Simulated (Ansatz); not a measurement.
Consider the ligand exchange at the Si–C bond: `FC[SiH2]F` + `SS` → `F[SiH2]SS` + `CF`.

Isolated molecules relaxed with PBE0-D4/def2-TZVP in Ansatz; ΔE leaves out vibrations. CCSD(T)/CBS is the MP2 limit (def2-TZVPP, def2-QZVPP) plus CCSD(T) − MP2 in def2-TZVPP, frozen cores. This one scheme is used for every species. DFT in def2-TZVPP. One conformer a species, not always the lowest.

`FC[SiH2]F`:

Z-matrix (Å, degrees):
```
C
Si 1 1.881
F 1 1.389 2 111.3
H 1 1.097 2 109.9 3 -120.2
H 1 1.096 2 111.2 3 121.0
F 2 1.598 1 109.8 3 -69.4
H 2 1.485 1 108.3 3 172.6
H 2 1.481 1 110.8 3 50.0
```

`SS`:

Cartesian coordinates in Å:
```
S -0.387 0.896 0.560
S 0.925 -0.132 -0.627
H -1.536 0.505 -0.023
H 0.998 -1.269 0.091
```

`F[SiH2]SS`:

Cartesian coordinates in Å:
```
F 0.549 -2.351 0.203
Si 0.332 -0.775 0.361
S -1.283 -0.191 -0.905
S -1.026 1.741 -0.216
H -0.003 -0.490 1.771
H 1.573 -0.094 -0.071
H -0.142 2.159 -1.142
```

`CF`:

Cartesian coordinates in Å:
```
C 0.042 -0.033 0.029
F -0.915 0.716 -0.618
H -0.385 -0.444 0.946
H 0.894 0.607 0.270
H 0.363 -0.846 -0.627
```

(1) Is it downhill or uphill in electronic energy at CCSD(T)/CBS, and by how much? (Best estimate.)

(2) What do these levels give: PBE-D4, revPBE, r2SCAN, HF/def2-SVP, MP2/def2-TZVPP, HF/def2-QZVPP? (An estimate is asked.)

Largest T1 diagnostic among the species: 0.012.

## Answers

(1) Ansatz gave: Downhill: ΔE = -0.88 eV.

(2) Ansatz gave: PBE-D4 -0.88, revPBE -0.82, r2SCAN -0.87, HF/def2-SVP -0.76, MP2/def2-TZVPP -0.94, HF/def2-QZVPP -0.77 eV.

Leaving LDA and LC-ωPBE aside and taking each functional with its dispersion term where it has one, the values, not all of them listed here, spread over 0.12 eV, from PBE-QIDH to CAM-B3LYP-D4. From BLYP to BHLYP (50 % exact exchange), in def2-TZVPP and without D4, ΔE moves by −0.04 eV.
